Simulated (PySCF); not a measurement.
PySCF input (HF/def2-TZVPD):

```python
from pyscf import gto, scf, dft

mol = gto.M(
    atom='''
    Si   -0.53637960    0.67544624    0.09252691
    Br    0.75356592   -0.94894226   -0.12999213
    F    -0.03648617    2.12641680    0.15686923
    F    -2.05967970    0.51322004    0.20472496
    ''',
    basis='def2-tzvpd',
    charge=1,
    spin=0,
    verbose=4,
)

mf = scf.RHF(mol).density_fit(auxbasis='def2-universal-jkfit')
mf.conv_tol = 1e-9
mf.max_cycle = 100
mf.max_memory = 1500
mf.kernel()
if not mf.converged:
    mf = mf.newton()
    mf.kernel(mf.make_rdm1())
mf.analyze()
```

Output:

```
PySCF version 2.14.0

[INPUT] verbose = 4
[INPUT] num. atoms = 4
[INPUT] num. electrons = 66
[INPUT] charge = 1
[INPUT] spin (= nelec alpha-beta = 2S) = 0
[INPUT] symmetry False subgroup None
[INPUT] Mole.unit = angstrom
[INPUT] Symbol           X                Y                Z      unit          X                Y                Z       unit  Magmom
[INPUT]  1 Si    -0.536379600000   0.675446240000   0.092526910000 AA   -1.013610542804   1.276408405467   0.174850519052 Bohr   0.0
[INPUT]  2 Br     0.753565920000  -0.948942260000  -0.129992130000 AA    1.424033205606  -1.793240979426  -0.245649524049 Bohr   0.0
[INPUT]  3 F     -0.036486170000   2.126416800000   0.156869230000 AA   -0.068948868634   4.018345378674   0.296439882071 Bohr   0.0
[INPUT]  4 F     -2.059679700000   0.513220040000   0.204724960000 AA   -3.892230537326   0.969845317238   0.386874105263 Bohr   0.0

nuclear repulsion = 332.241300616423
number of shells = 62
number of NR pGTOs = 291
number of NR cGTOs = 180
basis = def2-tzvpd
ecp = {}

******** <class 'pyscf.df.df_jk.DFRHF'> ********
method = DFRHF
initial guess = minao
damping factor = 0
level_shift factor = 0
DIIS = <class 'pyscf.scf.diis.CDIIS'>
diis_start_cycle = 1
diis_space = 8
diis_damp = 0
SCF conv_tol = 1e-09
SCF conv_tol_grad = None
SCF max_cycles = 100
direct_scf = False
Set gradient conv threshold to 3.16228e-05
Initial guess from minao.
******** <class 'pyscf.df.df.DF'> ********
auxbasis = def2-universal-jkfit
init E= -3059.90026089418
  HOMO = -0.423429447618138  LUMO = -0.0621642468557653  gap/eV = 9.83053
cycle= 1 E= -3060.04950059699  delta_E= -0.149  |g|= 0.744  |ddm|= 2.01
  HOMO = -0.742480645202045  LUMO = -0.263408518186697  gap/eV = 13.03622
cycle= 2 E= -3060.1461870934  delta_E= -0.0967  |g|= 0.439  |ddm|= 0.85
  HOMO = -0.713906827453194  LUMO = -0.202898502614669  gap/eV = 13.90524
cycle= 3 E= -3060.17688741636  delta_E= -0.0307  |g|= 0.0606  |ddm|= 0.329
  HOMO = -0.702046555679213  LUMO = -0.187964457832652  gap/eV = 13.98889
cycle= 4 E= -3060.17752825267  delta_E= -0.000641  |g|= 0.0161  |ddm|= 0.0608
  HOMO = -0.701345014172004  LUMO = -0.187862248470324  gap/eV = 13.97258
cycle= 5 E= -3060.17759535211  delta_E= -6.71e-05  |g|= 0.00331  |ddm|= 0.0199
  HOMO = -0.701872769732964  LUMO = -0.187829597163156  gap/eV = 13.98783
cycle= 6 E= -3060.17760035764  delta_E= -5.01e-06  |g|= 0.00088  |ddm|= 0.00599
  HOMO = -0.701808243289151  LUMO = -0.187919183936317  gap/eV = 13.98363
cycle= 7 E= -3060.17760082294  delta_E= -4.65e-07  |g|= 0.000397  |ddm|= 0.00134
  HOMO = -0.701859406000209  LUMO = -0.187899634381018  gap/eV = 13.98556
cycle= 8 E= -3060.17760088909  delta_E= -6.62e-08  |g|= 0.000118  |ddm|= 0.000474
  HOMO = -0.701863487621738  LUMO = -0.187896847576413  gap/eV = 13.98574
cycle= 9 E= -3060.17760090186  delta_E= -1.28e-08  |g|= 2.59e-05  |ddm|= 0.000231
  HOMO = -0.701865719128597  LUMO = -0.187896282776677  gap/eV = 13.98582
cycle= 10 E= -3060.17760090261  delta_E= -7.52e-10  |g|= 5.6e-06  |ddm|= 6.42e-05
[...]
  HOMO = -0.701865725732351  LUMO = -0.187896292008559  gap/eV = 13.98582
Extra cycle  E= -3060.17760090262  delta_E= -1.23e-11  |g|= 2.73e-06  |ddm|= 9.04e-06
converged SCF energy = -3060.17760090262
**** SCF Summaries ****
Total Energy =                       -3060.177600902622999
Nuclear Repulsion Energy =             332.241300616422507
One-electron Energy =                -4907.091715226149972
Two-electron Energy =                 1514.672813707104524
Two-electron Coulomb Energy =         1644.796257436062433
DFT Exchange-Correlation Energy =     -130.123443728957909
HOMO-LUMO gap [eV] =                    13.985820663538892
**** MO energy ****
MO #1   energy= -490.308798194997  occ= 2
MO #2   energy= -69.2038061615848  occ= 2
MO #3   energy= -65.4502155919972  occ= 2
MO #4   energy= -58.8052032729269  occ= 2
MO #5   energy= -58.8041741210597  occ= 2
MO #6   energy= -58.8038976031791  occ= 2
MO #7   energy= -26.5857172092682  occ= 2
MO #8   energy= -26.5857061630255  occ= 2
MO #9   energy= -10.1227978914047  occ= 2
MO #10  energy= -7.73401255829391  occ= 2
MO #11  energy= -7.72841251594186  occ= 2
MO #12  energy= -7.72732091935991  occ= 2
MO #13  energy= -6.53868561448225  occ= 2
MO #14  energy= -4.64831093325822  occ= 2
MO #15  energy= -4.64576634533377  occ= 2
MO #16  energy= -4.64536192867702  occ= 2
MO #17  energy= -3.47668236530666  occ= 2
MO #18  energy= -3.47404952815597  occ= 2
MO #19  energy= -3.47260386164137  occ= 2
MO #20  energy= -3.46593720435367  occ= 2
MO #21  energy= -3.46587830844064  occ= 2
MO #22  energy= -1.89748787709447  occ= 2
MO #23  energy= -1.8786412005258   occ= 2
MO #24  energy= -1.30783095360839  occ= 2
MO #25  energy= -1.06170847848485  occ= 2
MO #26  energy= -1.00123635021938  occ= 2
MO #27  energy= -0.973061722321722 occ= 2
MO #28  energy= -0.963674901781519 occ= 2
MO #29  energy= -0.937769815761793 occ= 2
MO #30  energy= -0.930830663000597 occ= 2
MO #31  energy= -0.817986966211087 occ= 2
MO #32  energy= -0.707604618015676 occ= 2
MO #33  energy= -0.701865725732351 occ= 2
MO #34  energy= -0.187896292008559 occ= 0
MO #35  energy= -0.177194087626694 occ= 0
MO #36  energy= -0.0689202518676607 occ= 0
MO #37  energy= -0.0665352639504819 occ= 0
MO #38  energy= -0.0660180480240064 occ= 0
MO #39  energy= -0.0622138996256153 occ= 0
MO #40  energy= -0.0481658882280067 occ= 0
MO #41  energy= -0.0299985298930058 occ= 0
MO #42  energy= -0.0120757916632351 occ= 0
MO #43  energy= -0.0092947396336207 occ= 0
MO #44  energy= 0.00807034753679255 occ= 0
MO #45  energy= 0.0100599894971012 occ= 0
MO #46  energy= 0.043857260609364  occ= 0
MO #47  energy= 0.0510612735073832 occ= 0
MO #48  energy= 0.0526169132918393 occ= 0
MO #49  energy= 0.0639434016800194 occ= 0
MO #50  energy= 0.0754084122906165 occ= 0
MO #51  energy= 0.0775402998500617 occ= 0
MO #52  energy= 0.103023075290299  occ= 0
MO #53  energy= 0.109970317099915  occ= 0
MO #54  energy= 0.113488182490185  occ= 0
MO #55  energy= 0.128633256105656  occ= 0
MO #56  energy= 0.138525037506647  occ= 0
MO #57  energy= 0.145338415673524  occ= 0
MO #58  energy= 0.172479647476822  occ= 0
MO #59  energy= 0.18708423185256   occ= 0
MO #60  energy= 0.19847153756338   occ= 0
MO #61  energy= 0.221409363770314  occ= 0
MO #62  energy= 0.239485811614218  occ= 0
MO #63  energy= 0.249797870123129  occ= 0
MO #64  energy= 0.254627514083746  occ= 0
MO #65  energy= 0.273921527791629  occ= 0
MO #66  energy= 0.314552318920385  occ= 0
MO #67  energy= 0.345998717002255  occ= 0
MO #68  energy= 0.346508136071334  occ= 0
MO #69  energy= 0.399854689519561  occ= 0
MO #70  energy= 0.4266353116258    occ= 0
MO #71  energy= 0.427236494342363  occ= 0
MO #72  energy= 0.434482155138262  occ= 0
MO #73  energy= 0.454824662182623  occ= 0
MO #74  energy= 0.471719884834888  occ= 0
MO #75  energy= 0.481940761727215  occ= 0
MO #76  energy= 0.512425582091028  occ= 0
MO #77  energy= 0.532686374251634  occ= 0
MO #78  energy= 0.545858389981502  occ= 0
MO #79  energy= 0.565180468127966  occ= 0
MO #80  energy= 0.571356601571682  occ= 0
MO #81  energy= 0.57745136739967   occ= 0
MO #82  energy= 0.591450989015553  occ= 0
MO #83  energy= 0.608741277302651  occ= 0
MO #84  energy= 0.625748309947298  occ= 0
MO #85  energy= 0.665599924667228  occ= 0
MO #86  energy= 0.723955101294701  occ= 0
MO #87  energy= 0.777181108612348  occ= 0
MO #88  energy= 0.842635482061409  occ= 0
MO #89  energy= 0.866210350986246  occ= 0
MO #90  energy= 0.926059135151938  occ= 0
MO #91  energy= 0.997010581213189  occ= 0
MO #92  energy= 1.00433338696753   occ= 0
MO #93  energy= 1.01372102212636   occ= 0
MO #94  energy= 1.0185262694611    occ= 0
MO #95  energy= 1.02356249921463   occ= 0
MO #96  energy= 1.03527075850797   occ= 0
MO #97  energy= 1.08347182268152   occ= 0
MO #98  energy= 1.08593838086024   occ= 0
MO #99  energy= 1.11053192283992   occ= 0
MO #100 energy= 1.15896887807549   occ= 0
MO #101 energy= 1.18563499239028   occ= 0
MO #102 energy= 1.20285425259188   occ= 0
MO #103 energy= 1.23031212441249   occ= 0
MO #104 energy= 1.2493777244622    occ= 0
MO #105 energy= 1.28227709213342   occ= 0
MO #106 energy= 1.28844899854425   occ= 0
MO #107 energy= 1.39619481912281   occ= 0
MO #108 energy= 1.44548857039753   occ= 0
[...]
```
